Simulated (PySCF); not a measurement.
NMR data simulated for an unnamed compound:

1H NMR (500 MHz, computed): δ 6.26 (m, 1H), 3.57 (d, 1H), 2.30 (s, 3H).

13C{1H} NMR (computed): δ 146.5 (C), 134.3 (CH), 103.5 (CH), 82.6 (C), 20.9 (CH3).

- GIAO PBE0/pcSseg-1 shieldings
- GFN2-xTB geometry
- run in PySCF 2.14.0 with density-fitted response routines
- single conformer, no relativistic terms, gas phase, one averaged value for each set of equivalent atoms

Scale: 1H (σ = 31.72 ppm) and 13C (σ = 186.93 ppm) against TMS (reference shieldings calculated alike).

Question: Which of these does the molecule contain: an N-methyl group, a (CH3)2CH unit, an S-methyl group, a C≡C triple bond, a non-aromatic C=C double bond?

Answer: 
- An N-methyl group: no.
- A (CH3)2CH unit: no.
- An S-methyl group: no.
- A C≡C triple bond: yes (δC 103.5, 82.6; δH 3.57 (d)).
- A non-aromatic C=C double bond: yes.

The data belong to `C#C/C=C(\C)[Si](F)(F)F`, C₅H₅F₃Si; they needn't prove each group on their own.

Carbon signals by region: 3 in the sp2 and nitrile region (100–160 ppm), 1 at 50–100 ppm, 1 below 50 ppm.

Splittings by 19F in the carbon and heteronuclear signals aren't shown, as no couplings were computed. Shifts are as computed. Against solution values, carbons near 30 ppm lie about +3 ppm off and those near 130 ppm about +5 ppm. Of 1211 compounds with measured shifts, 218 miss one by over three times the rms of a fit or turn the order of signals round; such compounds aren't used in these exercises. No couplings were computed; multiplicities are counted from neighbouring protons, with m where these are inequivalent, close in shift, in a saturated or five-membered ring or joined by F or P, and br s for small geminal =CH2 splittings.
